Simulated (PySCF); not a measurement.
## Electron correlation in Ca (calcium, neutral)

[Ar] 4p2, high-spin 3P determinant (an excited configuration). Calculation: PySCF 2.14, in def2-QZVPPD (11s6p4d3f, 70 functions); no relativity, point nucleus. Frozen: [Ar]; 2 electrons correlated.

With two correlated electrons CCSD is exact within the correlated space (frozen core and kept virtual orbitals).

```tsv
level	correlation energy (mhartree)
CCSD	-13.67
```

Diagnostics: T1 = 0.016, D1 = 0.0220, largest double amplitude 0.351.

A double-excitation amplitude exceeds 0.15, a sign of near-degeneracy.

Cost of the coupled-cluster step: of the order of 2.8 core-seconds, for 2 correlated electrons.
